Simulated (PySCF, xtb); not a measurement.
C4H7FSi, SMILES C=C/C=C\[SiH2]F.

GFN2-xTB in xtb 6.7.1 at its own geometry gives an orbital gap of 3.39 eV and a dipole moment of 2.26 D.

Coordinates come from a B3LYP-D3(BJ)/def2-SVP optimisation. The structure was generated by enumeration; whether it is a known compound was not checked. Other conformers were not sampled.

What does PySCF with PBE/def2-TZVP give? (An estimate is asked for; the answer gives what the named calculation found.)

gap 3.70 eV (levels -6.19 and -2.49 eV), dipole 2.25 D.
